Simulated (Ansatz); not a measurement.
Mg₅S₄. Charge 0, multiplicity 1. Geometry B3LYP-D4/def2-SVP.

Cartesian coordinates in Å:
```
Mg 1.543 -2.432 0.990
Mg -1.881 -1.800 -0.273
Mg 2.783 0.844 0.760
Mg -2.216 1.791 -1.088
Mg 1.033 2.807 -0.207
S -3.325 -0.212 -1.065
S 3.467 -1.266 1.402
S -0.468 -3.417 0.514
S -0.936 3.685 -1.034
```

B3LYP takes the VWN-RPA correlation. Another isomer (singlet) lies 2.03 eV lower at PBE0-D4/def2-TZVP; other spin states weren't run for this one.

(1) Estimate the orbital energies around the gap (eV) in Ansatz with LDA (SPW92)/def2-TZVP, PBE-D4/def2-SVP, r2SCAN-D4/def2-TZVP, B3LYP-D4/def2-TZVP, PBE0-D4/def2-SVP.

Results:

(1) 
| orbital | LDA (SPW92)/def2-TZVP | PBE-D4/def2-SVP | r2SCAN-D4/def2-TZVP | B3LYP-D4/def2-TZVP | PBE0-D4/def2-SVP |
| --- | --- | --- | --- | --- | --- |
| HOMO−5 | -6.43 | -6.27 | -6.50 | -7.05 | -7.36 |
| HOMO−4 | -6.18 | -6.02 | -6.26 | -6.85 | -7.15 |
| HOMO−3 | -6.06 | -5.89 | -6.14 | -6.72 | -7.01 |
| HOMO−2 | -5.96 | -5.77 | -6.04 | -6.60 | -6.87 |
| HOMO−1 | -5.88 | -5.68 | -5.97 | -6.53 | -6.79 |
| HOMO | -5.67 | -5.54 | -5.70 | -6.18 | -6.41 |
| LUMO | -3.16 | -2.90 | -2.87 | -2.44 | -2.41 |
| LUMO+1 | -2.73 | -2.43 | -2.26 | -2.03 | -1.79 |
| LUMO+2 | -2.56 | -2.32 | -2.11 | -1.88 | -1.79 |
| LUMO+3 | -2.52 | -2.29 | -1.95 | -1.84 | -1.62 |
| LUMO+4 | -1.65 | -1.33 | -1.00 | -0.88 | -0.63 |
| LUMO+5 | -1.38 | -1.12 | -0.87 | -0.64 | -0.48 |
